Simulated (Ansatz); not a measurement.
`F[SiH]([SiH3])[GeH3]` + H₂ → `F[SiH2][SiH3]` + GeH₄ at 298.15 K and 1 bar (hydrogenolysis of the Si–Ge bond).

Computed with Ansatz on PBE0-D4/def2-TZVP structures; ΔE is electronic, products minus reactants. CCSD(T)/CBS is the MP2 limit (def2-TZVPP, def2-QZVPP) plus CCSD(T) − MP2 in def2-TZVPP, frozen cores. This one scheme is used for every species. For Ge outer-core shells are correlated without core-valence functions, which leaves a few kJ/mol of doubt a bond. Scalar relativity is left out up to krypton.

| species | CCSD(T)/CBS energy (Eh) | H − E (kJ/mol) | S (J/(mol·K)) |
| --- | --- | --- | --- |
| `F[SiH]([SiH3])[GeH3]` | -2758.31869 | 182.1 | 388.9 |
| H₂ | -1.17544 | 35.1 | 130.4 |
| `F[SiH2][SiH3]` | -681.00067 | 133.6 | 311.5 |
| GeH₄ | -2078.49493 | 88.5 | 217.3 |

H − E and S are ideal-gas, rigid-rotor, harmonic terms from PBE0-D4/def2-TZVP, for one conformer and one mirror image of each species. For small species the MP2-based limit differs from directly extrapolated CCSD(T) by up to some mEh (0.8 for H₂); such offsets cancel only in part. 1 Eh = 2625.50 kJ/mol, R = 8.31446 J/(mol·K).

By hand: ΔE, ΔH, ΔS and ΔG.

ΔE = (-681.00067) + (-2078.49493) − (-2758.31869) − (-1.17544) = -0.00147 Eh = -3.9 kJ/mol. Δ(H − E) = 133.6 + 88.5 − 182.1 − 35.1 = 4.9, so ΔH = 1.0 kJ/mol. ΔS = 311.5 + 217.3 − 388.9 − 130.4 = 9.5 J/(mol·K). ΔG = 1.0 − 298.15 × (9.5)/1000 = -1.8 kJ/mol.

By hand: the equilibrium constant, and the temperature at which ΔG would vanish if ΔH and ΔS stayed fixed.

log₁₀ K = −ΔG/(RT ln 10) = 0.3. ΔG = 0 at ΔH/ΔS = 105 K, though so small a ΔH makes that figure unsure.

TΔS isn't small against ΔH here. The sign of ΔG lies within the doubt. A doubt of 5 kJ/mol in ΔE shifts log₁₀ K by 0.9 here. Other conformers and mirror images would add mixing entropy, several J/(mol·K) or more a flexible species. These are equilibria of isolated gas molecules and say nothing of rates. Largest T1 diagnostic: 0.013 (customary marks: 0.02 for closed shells, 0.045 for open ones).
